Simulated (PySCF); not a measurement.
chlorobenzene (C$_{6}$H$_{5}$Cl), singlet, geometry from GFN2-xTB; CCSD/STO-3G (PySCF).

Here is a job for PySCF.
```python
from pyscf import gto, scf, cc

mol = gto.Mole()
mol.atom = '''
    Cl    2.23083293    0.17830076    0.00166627
    C     0.50565329    0.04041467    0.00037769
    C    -0.27011462    1.18803954    0.01931055
    C    -1.64922549    1.07045173    0.01816171
    C    -2.24493585   -0.17942795   -0.00167681
    C    -1.45823275   -1.31881734   -0.02048276
    C    -0.07795243   -1.21585902   -0.01957054
    H     0.20129330    2.15822886    0.03470485
    H    -2.25874719    1.96145975    0.03286497
    H    -3.32098418   -0.26543181   -0.00248054
    H    -1.91846938   -2.29532648   -0.03598506
    H     0.54159475   -2.09885305   -0.03414996
'''
mol.basis = 'sto-3g'
mol.verbose = 4
mol.build()

mf = scf.RHF(mol)
mf.kernel()

mycc = cc.CCSD(mf)
mycc.kernel()
print('E(CCSD) = %.10f' % mycc.e_tot)
```

Output, abridged:

```
PySCF version 2.14.0

[INPUT] verbose = 4
[INPUT] num. atoms = 12
[INPUT] num. electrons = 58
[INPUT] charge = 0
[INPUT] spin (= nelec alpha-beta = 2S) = 0
[INPUT] symmetry False subgroup None
[INPUT] Mole.unit = angstrom
[INPUT] Symbol           X                Y                Z      unit          X                Y                Z       unit  Magmom
[...]
nuclear repulsion = 317.505080312842
number of shells = 28
number of NR pGTOs = 132
number of NR cGTOs = 44
basis = sto-3g
ecp = {}

******** <class 'pyscf.scf.hf.RHF'> ********
method = RHF
initial guess = minao
damping factor = 0
level_shift factor = 0
DIIS = <class 'pyscf.scf.diis.CDIIS'>
diis_start_cycle = 1
diis_space = 8
diis_damp = 0
SCF conv_tol = 1e-09
SCF conv_tol_grad = None
SCF max_cycles = 50
direct_scf = True
direct_scf_tol = 1e-13
Set gradient conv threshold to 3.16228e-05
Initial guess from minao.
init E= -683.793764244635
[...]
cycle= 1 E= -681.83308873136  delta_E= 1.96  |g|= 0.361  |ddm|= 4.83
[...]
cycle= 2 E= -681.888039161778  delta_E= -0.055  |g|= 0.123  |ddm|= 0.741
[...]
cycle= 3 E= -681.892945544269  delta_E= -0.00491  |g|= 0.0446  |ddm|= 0.221
[...]
cycle= 4 E= -681.893737987927  delta_E= -0.000792  |g|= 0.00642  |ddm|= 0.0841
[...]
cycle= 5 E= -681.893755452653  delta_E= -1.75e-05  |g|= 0.0019  |ddm|= 0.0108
[...]
cycle= 6 E= -681.893757508289  delta_E= -2.06e-06  |g|= 0.000583  |ddm|= 0.00412
[...]
cycle= 7 E= -681.893757803588  delta_E= -2.95e-07  |g|= 0.000202  |ddm|= 0.00177
[...]
cycle= 8 E= -681.893757843237  delta_E= -3.96e-08  |g|= 8.44e-05  |ddm|= 0.000614
[...]
cycle= 9 E= -681.893757850495  delta_E= -7.26e-09  |g|= 2.23e-05  |ddm|= 0.000291
[...]
cycle= 10 E= -681.893757851117  delta_E= -6.22e-10  |g|= 7.95e-06  |ddm|= 8.45e-05
[...]
Extra cycle  E= -681.893757851151  delta_E= -3.37e-11  |g|= 3.2e-06  |ddm|= 1.35e-05
converged SCF energy = -681.893757851151

******** <class 'pyscf.cc.ccsd.CCSD'> ********
CC2 = 0
CCSD nocc = 29, nmo = 44
max_cycle = 50
direct = 0
conv_tol = 1e-07
conv_tol_normt = 1e-05
diis_space = 6
diis_start_cycle = 0
diis_start_energy_diff = 1e+09
Init t2, MP2 energy = -682.24859954002  E_corr(MP2) -0.354841688869696
Init E_corr(CCSD) = -0.35484168887651
cycle = 1  E_corr(CCSD) = -0.394251920436898  dE = -0.0394102316  norm(t1,t2) = 0.0718184
cycle = 2  E_corr(CCSD) = -0.411047668500759  dE = -0.0167957481  norm(t1,t2) = 0.0344806
cycle = 3  E_corr(CCSD) = -0.423647668385593  dE = -0.0125999999  norm(t1,t2) = 0.0191899
cycle = 4  E_corr(CCSD) = -0.425543476730104  dE = -0.00189580834  norm(t1,t2) = 0.00564202
cycle = 5  E_corr(CCSD) = -0.425139626937748  dE = 0.000403849792  norm(t1,t2) = 0.00197287
cycle = 6  E_corr(CCSD) = -0.425076171035699  dE = 6.3455902e-05  norm(t1,t2) = 0.000385897
cycle = 7  E_corr(CCSD) = -0.425076616008088  dE = -4.44972389e-07  norm(t1,t2) = 0.0001522
cycle = 8  E_corr(CCSD) = -0.425078764986574  dE = -2.14897849e-06  norm(t1,t2) = 3.20754e-05
cycle = 9  E_corr(CCSD) = -0.425078780709902  dE = -1.57233284e-08  norm(t1,t2) = 1.04024e-05
cycle = 10  E_corr(CCSD) = -0.425079140557833  dE = -3.59847931e-07  norm(t1,t2) = 3.53965e-06
cycle = 11  E_corr(CCSD) = -0.425079147308697  dE = -6.7508642e-09  norm(t1,t2) = 1.05502e-06
CCSD converged
E(CCSD) = -682.3188369984593  E_corr = -0.425079147308697
E(CCSD) = -682.3188369985
```
